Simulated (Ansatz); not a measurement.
Consider the atomization: `C=CN([SiH3])C=O` → 3 C• + 7 H• + N• + O• + Si•.

Isolated molecules relaxed with PBE0-D4/def2-TZVP in Ansatz; ΔE leaves out vibrations. CBS: MP2 limit from def2 TZ/QZ plus the TZ coupled-cluster correction, frozen cores. This one scheme is used for every species, atoms too. DFT in def2-TZVPP. B3LYP here is the variant with VWN-RPA as its local correlation; programs differ in this. No spin–orbit coupling; open shells (•) take unrestricted orbitals. Spin–orbit coupling would lower the free atoms: a little for C, O, Si. One conformer a species, not always the lowest.

`C=CN([SiH3])C=O`:

Cartesian coordinates in Å:
```
C 0.219 -1.840 0.752
C -0.217 -1.155 -0.300
N -0.178 0.239 -0.423
Si 0.481 1.250 0.860
C -0.675 0.793 -1.588
O -1.141 0.171 -2.507
H 0.146 -2.919 0.754
H 0.654 -1.376 1.631
H -0.647 -1.644 -1.165
H 0.356 2.643 0.375
H -0.297 1.050 2.106
H 1.900 0.896 1.100
H -0.602 1.893 -1.594
```

```csv
level,ΔE (eV)
PBE-D4,54.83
r2SCAN-D4,53.47
PBE0-D4,53.56
B3LYP-D4,53.53
ωB97M-V,53.52
B3LYP,53.03
HF/def2-TZVPP,37.88
SCS-MP2/def2-TZVPP,52.60
```

Q: What does CCSD(T)/CBS give? (Estimate.)

A: Computed: +53.25 eV. The listed levels differ from it by 1.58, 0.22, 0.31, 0.28, 0.27, -0.22, -15.37, -0.65 eV.

Largest T1 diagnostic among the species: 0.015.

The D4 term adds +0.50 eV with B3LYP and +0.26 eV with PBE0; it sums over pairs of atoms, weighted by their polarisabilities, and B3LYP, whose exchange is more repulsive, gets the larger term. In def2-TZVPP, CCSD(T) changes the Hartree–Fock value by +13.92 eV (the triples alone add +0.95 eV) and MP2 by +14.93 eV; breaking electron pairs costs correlation energy, which Hartree–Fock lacks.

For atomizations the MP2-based limit and the directly extrapolated one differ by several kJ/mol either way, and by 10 to 25 for some Ge, Se and Sn compounds, so smaller differences from it don't rank the levels.
